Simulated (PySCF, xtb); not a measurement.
H3OSi, SMILES [O][SiH3] (connectivity only; charge and spin as stated), charge -1, multiplicity 1.

GFN2-xTB (xtb 6.7.1) at its own geometry gives an orbital gap of 7.53 eV.

Geometry: PBE0-D3(BJ)/def2-TZVPD. The multiplicity is an assumed one; other spin states were not compared. The isomer is the one that the SMILES or the coordinates give; other isomers of the formula were not compared.

Q: What does HF/def2-TZVPD in PySCF give? (An estimate is asked for; the answer gives what the named calculation found.)

A: gap 10.50 eV (levels -4.84 and 5.66 eV).
